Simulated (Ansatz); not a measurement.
```xyz
2

Mg    0.0000    0.0000    0.0000
S     0.0000    0.0000    2.3764
```

Basis set: pcseg-2 (spherical functions). Charge 0, multiplicity 1.

Computed with Ansatz (development build ahead of 0.2.0); each method stands on the lowest determinant of its kind that the runs found. Restricted functionals stand beside restricted open-shell atoms, which can lie above the unrestricted atoms usual in DFT and then raise those values.

The atomization energy at this shape (free ground-state atoms in the same class of orbitals less the molecule, no zero-point energy) of singlet MgS:

```
              method  atomization energy
ωB97X (unrestricted)             1.68 eV
```

Q: What does ωB97X (restricted) give?

A: 1.60 eV. Caution for ωB97X (unrestricted): the unrestricted determinant is a mixture of spin states.

The shape needn't be a minimum at these levels.
